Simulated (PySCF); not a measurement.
# Unknown compound

The spectra below were simulated for a compound C$_{6}$H$_{6}$ClF.

1H NMR (500 MHz, computed): δ 5.42 (m, 1H), 5.09 (m, 1H), 4.41 (s, 2H), 2.61 (s, 2H).

13C{1H} NMR (computed): δ 157.5 (C), 148.5 (C), 130.3 (C), 107.7 (CH2), 43.4 (CH2), 30.1 (CH2).

Computational details: coordinates at the GFN2-xTB level, GIAO PBE0/pcSseg-1 shieldings, in PySCF 2.14.0 with density-fitted response routines (equivalent nuclei averaged, single conformer, relativity neglected, isolated molecule).

Chemical shifts δ = σref − σ; 1H (31.72 ppm), 13C (186.93 ppm) vs TMS, all at this level.

Problem. Which of these isomers gave the spectra?
A. F[C@H]1C=CC=C(Cl)C1
B. C=C(F)[C@H]1C=C(Cl)C1
C. C=C/C(F)=C/C=C\Cl
D. C=C1CC(CCl)=C1F

Solution. D. 

The formula gives 3 degrees of unsaturation (1 ring in the answer). 6 carbon signals for 6 carbons: no two carbons are equivalent. Carbon types of the structure: 3 × C, 3 × CH2, which accounts for all hydrogens. δC 157.5, 148.5, 130.3: fully substituted alkene carbon; an sp2 carbon of a C=C bond. δC 107.7: terminal =CH2 carbon; the olefinic region. δC 30.1: allylic sp3 CH2; aliphatic region, no heteroatom directly attached. δH 4.41: hydrogen on an allylic sp3 CH2 bonded to Cl; its carbon carries Cl, which withdraws density. δH 2.61: hydrogen on an allylic sp3 CH2; allylic position.

The others: F[C@H]1C=CC=C(Cl)C1 would give 6 signals for carbon-bound and other non-exchanging H, not 4; C=C/C(F)=C/C=C\Cl would give 6 signals for carbon-bound and other non-exchanging H, not 4; C=C(F)[C@H]1C=C(Cl)C1 would give 6 signals for carbon-bound and other non-exchanging H, not 4.

Carbons that carry Cl, above all several Cl atoms, come out too deshielded, partly because spin–orbit coupling is missing. Splittings by 19F in the carbon and heteronuclear signals aren't shown, as no couplings were computed. Shifts are as computed. Against solution values, carbons near 30 ppm lie about +3 ppm off and those near 130 ppm about +5 ppm; carbons on Cl a further +6 ppm. Of 1211 compounds with measured shifts, 218 miss one by over three times the rms of a fit or turn the order of signals round; such compounds aren't used in these exercises. Multiplicities follow the n + 1 count of equivalent neighbours, as no J values were calculated; m marks all less simple cases, F and P coupling included.
